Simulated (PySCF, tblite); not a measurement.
Species: C₄H₁₀ClPSi₂.
Numbering: `[PH2:1][Si@@H:2]1[CH2:3][C:4]([Cl:5])=[CH:6][CH2:7][SiH2:8]1` (hydrogens: H9, H10 on P1; H11 on Si2; H12, H13 on C3; H14 on C6; H15, H16 on C7; H17, H18 on Si8)

Cartesian coordinates in Å at the GFN2-xTB level; atoms count from 1:
```
atom  x, y, z in Å
P1     3.1949    0.7710    0.1573
Si2    1.1936    0.4724   -0.8274
C3    -0.0912    1.4354    0.2430
C4    -1.4456    1.2020   -0.3163
Cl5   -2.2367    2.6050   -0.9770
C6    -2.0466    0.0177   -0.3936
C7    -1.4176   -1.2397    0.1049
Si8    0.1711   -1.6261   -0.9065
H9     3.0541   -0.2596    1.0699
H10    3.8613   -0.0397   -0.7420
H11    1.3094    1.1802   -2.1159
H12   -0.0477    1.0634    1.2702
H13    0.1314    2.4999    0.2753
H14   -3.0232   -0.0593   -0.8467
H15   -1.1360   -1.1243    1.1540
H16   -2.1341   -2.0561    0.0541
H17   -0.2250   -2.1034   -2.2354
H18    0.8794   -2.7323   -0.2444
```

Theory: PBE0/pcSseg-1 in PySCF (dipole) on a GFN2-xTB geometry, gas phase.

Masses are those of the commonest isotopes; rigid-rotor values at the optimised geometry. The values belong to one conformer with, in the numbering `[PH2:1][Si@@H:2]1[CH2:3][C:4]([Cl:5])=[CH:6][CH2:7][SiH2:8]1`, H–P1–Si2–C3 85° and 177°, P1–Si2–C3–C4 -177°, Si2–C3–C4–Cl5 -115°, C4–C6–C7–Si8 -64°, C6–C7–Si8–Si2 48°.

What are A, B and C (cm⁻¹)?

Ia = 379.29, Ib = 768.37, Ic = 1053.63 u·Å²; 505379 MHz·u·Å²/I gives 1332, 657.7 and 479.7 MHz, that is A = 0.04445, B = 0.02194, C = 0.01600 cm⁻¹.

Classify the top.

An asymmetric top; Ray's κ = -0.582.

What does the inertial defect say?

Not planar: Δ = Ic − Ia − Ib = -94.02 u·Å². For a rigid frame Δ = −2 Σ m c², so Σ m c² = 47.01 u·Å² lies off the ab plane: 15.40 from hydrogen and 31.61 from heavier atoms. The atom farthest from that plane is 1.80 Å away.

Where do the levels up to J = 4 lie, in MHz?

Above 0(0,0):
J = 1: 1(0,1) 1137, 1(1,1) 1812, 1(1,0) 1990
J = 2: 2(0,2) 3381, 2(1,2) 3909, 2(1,1) 4443, 2(2,1) 6467, 2(2,0) 6498
J = 3: 3(0,3) 6676, 3(1,3) 7036, 3(1,2) 8101, 3(2,2) 9879, 3(2,1) 10028, 3(3,1) 13716, 3(3,0) 13719
J = 4: 4(0,4) 10960, 4(1,4) 11177, 4(1,3) 12934, 4(2,3) 14405, 4(2,2) 14818, 4(3,2) 18318, 4(3,1) 18342, 4(4,1) 23618, 4(4,0) 23618

Which lines would a microwave search look for?

The dipole components are |μa| = 1.27 D, |μb| = 2.00 D, |μc| = 0.59 D. Intensities carry the squares of the components, which stand as 0.40 : 1.00 : 0.09 (a : b : c). Some lines, for components of 0.1 D or more:

```tsv
type	branch	J(Ka,Kc)	MHz	lower level (cm⁻¹)
a	Q	3(1,2) ← 3(1,3)	1065	0.235
b	R	2(0,2) ← 1(1,1)	1569	0.060
b	R	1(1,1) ← 0(0,0)	1812	0.000
c	R	1(1,0) ← 0(0,0)	1990	0.000
a	R	3(1,3) ← 2(1,2)	3127	0.130
a	R	3(1,2) ← 2(1,1)	3658	0.148
b	Q	3(3,1) ← 3(2,2)	3837	0.330
b	R	5(0,5) ← 4(1,4)	5020	0.373
c	Q	4(4,1) ← 4(3,1)	5276	0.612
b	Q	4(4,1) ← 4(3,2)	5300	0.611
b	R	5(1,5) ← 4(0,4)	5353	0.366
b	Q	5(5,1) ← 5(4,2)	6811	0.980
b	R	5(2,4) ← 4(1,3)	7089	0.431
c	R	3(3,0) ← 2(2,0)	7221	0.217
```

Estimate the classical rotational partition function at 25 K, 200 K and 298.15 K.

Point group C1, symmetry number σ = 1; q = (√π/σ)·√((kT/h)³/(ABC)), k/h = 20836.6 MHz/K: 32500 at 25 K, 735000 at 200 K, 1340000 at 298.15 K.

Its GFN2-xTB frequencies are all real (lowest 49 cm⁻¹). No vibrational averaging or centrifugal distortion is included, and the geometry carries the error of its method. Quadrupole hyperfine structure (35Cl) is left out.
